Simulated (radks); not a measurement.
Values are calculated unless marked as measured or tabulated.
All-electron atom: the niobium ion Nb+ in [Kr] 4d1.5 5s0.5 5p2 (fractional occupations, a model configuration). Code: a radial shooting solver on a logarithmic mesh with Libxc functionals. Model: scalar-relativistic Kohn-Sham, BLYP, spin-polarised, spherical densities, finite nucleus; open shells are filled with parallel spins first (spin-orbit coupling, left out, can overturn this in heavy ions); Fermi nuclear charge, rms radius 4.324 fm.

Normalised radial functions P(r) = r R(r), r in bohr:

```
   r/bohr * 4s down, o 4p up, + 5p up (the largest magnitude, 1.06, reaches the edge; | marks zero, & curves that meet)
 0.006065                             &   *
 0.009342                             +o   *
  0.01451                             +o    *
  0.02234                             |+ o *
  0.03469                             | +* o
  0.05344                           * | +    o
  0.08297                     *       |  +     o
   0.1278                    *        | +  o
   0.1984                        o  + | *
   0.3057                o       +    |             *
   0.4746                       o   + |     *
   0.7311          *                  |     +        o
    1.126  *                          |      +                  o
    1.749                *        +   |               o
    2.693               +           * |   o
    4.182                +            &
    6.442                         +   &
       10                             &
```

4s down: eigenvalue -74.183 eV, 3 radial nodes at r = 0.0458, 0.185, 0.531 bohr, <r> = 1.14 bohr, 90 % of the charge inside 1.66 bohr. 4p up: eigenvalue -51.007 eV, 2 radial nodes at r = 0.165, 0.543 bohr, <r> = 1.27 bohr, 90 % of the charge inside 1.88 bohr. 5p up: eigenvalue -9.066 eV, 3 radial nodes at r = 0.164, 0.528, 1.54 bohr, <r> = 3.60 bohr, 90 % of the charge inside 5.23 bohr.
